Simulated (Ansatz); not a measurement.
C2H7BO2 (`CB(O)CO`) at its PBE0-D4/def2-TZVP geometry, where that method's forces vanish. Charge 0, multiplicity 1.

| atom | x (Å) | y (Å) | z (Å) |
| --- | --- | --- | --- |
| C1 | 0.6235 | -0.3923 | 1.1895 |
| B2 | 0.4373 | -0.1299 | -0.3477 |
| O3 | 1.4428 | -0.2974 | -1.2497 |
| C4 | -0.9331 | 0.3641 | -0.9564 |
| O5 | -2.0249 | 0.4681 | -0.0512 |
| H6 | 0.5107 | 0.5426 | 1.7524 |
| H7 | 1.5935 | -0.8174 | 1.4609 |
| H8 | -0.1624 | -1.0580 | 1.5598 |
| H9 | 2.2643 | -0.5977 | -0.8537 |
| H10 | -0.7757 | 1.3123 | -1.4970 |
| H11 | -1.2445 | -0.3479 | -1.7294 |
| H12 | -1.7315 | 0.9535 | 0.7224 |

For each bond, give half the difference of the two atoms' forces along it (eV/Å; positive pushes the atoms apart) under PBE-D4, r2SCAN-D4, B3LYP-D4, ωB97M-V in def2-TZVPP. (Estimate.)

Computed: 
| bond | length (Å) | PBE-D4 | r2SCAN-D4 | B3LYP-D4 | ωB97M-V |
| --- | --- | --- | --- | --- | --- |
| C1–B2 | 1.571 | -0.15 | -0.06 | 0.03 | 0.04 |
| C1–H6 | 1.097 | 0.13 | 0.00 | -0.03 | -0.06 |
| C1–H7 | 1.093 | 0.12 | -0.01 | -0.04 | -0.06 |
| C1–H8 | 1.094 | 0.13 | -0.01 | -0.05 | -0.07 |
| B2–O3 | 1.361 | 0.31 | 0.19 | 0.11 | 0.16 |
| B2–C4 | 1.579 | -0.17 | -0.12 | -0.07 | -0.06 |
| O3–H9 | 0.960 | 0.38 | 0.00 | -0.02 | -0.09 |
| C4–O5 | 1.422 | 0.33 | 0.33 | 0.35 | 0.29 |
| C4–H10 | 1.103 | 0.12 | -0.03 | -0.11 | -0.14 |
| C4–H11 | 1.096 | 0.13 | -0.04 | -0.13 | -0.13 |
| O5–H12 | 0.959 | 0.40 | 0.00 | -0.05 | -0.11 |

B3LYP here is the variant with VWN-RPA as its local correlation; programs differ in this.
